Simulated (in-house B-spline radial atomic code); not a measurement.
Inner levels of tellurium as electrons are removed. A shift is the extra binding of the orbital against the neutral atom ([Kr] 4d10 5s2 5p1/2(2) 5p3/2(2)). The density at the nucleus is averaged over the nuclear charge. Computed with a B-spline radial code for spherical atoms: Dirac-Hartree-Fock, jj configuration that fills j = l - 1/2 first, finite nuclei.

A number in brackets counts the electrons of a j subshell.

```
  ion                    configuration  shift of 2s1/2 (eV)  shift of 3d5/2 (eV)  shift of 3s1/2 (eV)  radius of 2s1/2 (bohr)  radius of 3d5/2 (bohr)  radius of 3s1/2 (bohr)  Σ<r²> (bohr²)  change of density at nucleus (bohr⁻³)
Te19+  [Ar] 3d10 4s2 4p1/2(2) 4p3/2(1)               521.24               498.18               496.43                 0.11913                 0.29243                 0.31713         4.8004                                 322.68
Te20+           [Ar] 3d10 4s2 4p1/2(2)               564.28                538.2               536.01                 0.11911                 0.29177                 0.31677         4.1696                                 374.55
Te21+           [Ar] 3d10 4s2 4p1/2(1)                    ?                    ?                    ?                       ?                       ?                       ?              ?                                      ?
Te22+                    [Ar] 3d10 4s2               654.79               622.39               618.79                 0.11905                 0.29033                 0.31589         3.0264                                 452.97
Te23+                    [Ar] 3d10 4s1               700.63               665.67               660.41                 0.11905                 0.28958                 0.31598         2.5001                                -141.34
Te24+                        [Ar] 3d10                    ?                    ?                    ?                       ?                       ?                       ?              ?                                      ?
Te25+           [Ar] 3d3/2(4) 3d5/2(5)               838.57               785.65               773.67                 0.11896                 0.28501                 0.31345         1.8542                                -660.98
```

(1) Fill in the row of Te21+.

(2) Fill in the row of Te24+.

## Answers

(1) shift of 2s1/2 (eV): 609.06; shift of 3d5/2 (eV): 579.91; shift of 3s1/2 (eV): 577.03; radius of 2s1/2 (bohr): 0.11908; radius of 3d5/2 (bohr): 0.29106; radius of 3s1/2 (bohr): 0.31634; Σ<r²> (bohr²): 3.5862; change of density at nucleus (bohr⁻³): 413.29.

(2) shift of 2s1/2 (eV): 747.26; shift of 3d5/2 (eV): 709.62; shift of 3s1/2 (eV): 702.64; radius of 2s1/2 (bohr): 0.11904; radius of 3d5/2 (bohr): 0.28881; radius of 3s1/2 (bohr): 0.31569; Σ<r²> (bohr²): 1.992; change of density at nucleus (bohr⁻³): -764.75.
